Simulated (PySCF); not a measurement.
## Electron correlation in S (sulfur, neutral)

[Ne] 3s2 3p4, high-spin 3P determinant. Computed with PySCF 2.14 in def2-SVP, with the non-relativistic Hamiltonian (point nucleus). Frozen: [Ne]; 6 electrons correlated.

MP2 pair energies summed by pair of shells (mhartree):

```tsv
pair	energy	share (%)
3p-3p	-38.27	46.6
3s-3p	-36.13	44.0
3s-3s	-7.65	9.3
```

Total MP2 correlation energy: -82.04 mhartree.

Same-spin part -19.82 and opposite-spin part -62.22 mhartree; SCS-MP2 scales them by 1/3 and 6/5 to -81.27 mhartree.

```
  level  correlation energy (mhartree)
   CCSD                        -100.38
    (T)                          -1.13
CCSD(T)                        -101.51
```

Diagnostics: T1 = 0.0072, D1 = 0.0209, largest double amplitude 0.050.

Problem. Is a single reference adequate?

Solution. Yes: T1 lies below 0.03 and no double amplitude reaches 0.07.
